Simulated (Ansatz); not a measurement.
A trace of molecular dynamics of AlBrClH5N2 (10 atoms, charge 0, multiplicity 1).

Method: Ansatz, RHF/def2-SVP.

| Quantity | Value |
| --- | --- |
| ensemble | NVE (velocity Verlet) |
| starting velocities drawn for | 100 K |
| seed | 4705 |

| time (fs) | T (K) | potential energy less start (eV) | conserved less start (meV/atom) |
| --- | --- | --- | --- |
| 0 | 100 | 0.000 | 0.00 |
| 4 | 82 | 0.018 | 0.02 |
| 8 | 105 | -0.005 | 0.02 |
| 12 | 144 | -0.045 | 0.03 |
| 16 | 252 | -0.157 | 0.01 |
| 20 | 294 | -0.200 | 0.07 |
| 24 | 371 | -0.280 | 0.03 |
| 28 | 443 | -0.354 | 0.01 |
| 32 | 493 | -0.406 | 0.07 |
| 36 | 566 | -0.481 | 0.10 |
| 40 | 669 | -0.589 | 0.03 |
| 44 | 708 | -0.629 | -0.02 |
| 48 | 688 | -0.608 | 0.00 |
| 52 | 640 | -0.558 | 0.04 |
| 56 | 635 | -0.554 | -0.03 |
| 60 | 637 | -0.556 | -0.07 |
| 64 | 588 | -0.505 | 0.01 |
| 68 | 601 | -0.517 | 0.06 |
| 72 | 661 | -0.580 | 0.02 |
| 76 | 717 | -0.638 | -0.03 |
| 80 | 723 | -0.644 | 0.01 |
| 84 | 671 | -0.590 | 0.09 |
| 88 | 695 | -0.615 | 0.04 |
| 92 | 715 | -0.636 | 0.00 |
| 96 | 694 | -0.613 | 0.05 |
| 100 | 668 | -0.586 | 0.09 |

Problem. Can this run be trusted? Judge the integration.

Solution. The conserved energy stayed within 0.11 meV per atom of its start (net change 0.09 meV per atom), so the integration is sound. The kinetic energy rose, since the run started high on the potential surface and went downhill. It ends in pieces (AlBrH4N2 + ClH), so much of that is their flight and rotation, not heat. A run of 0.1 ps of so small a system gives no equilibrium averages. The orbitals stay closed-shell, which can raise the energy where a bond breaks towards radicals; this wasn't checked here. The time step was 0.5 fs.

Run time: 5.3 min on 2 threads of Arm Neoverse V2, on a shared host, peak memory 0.29 GiB.
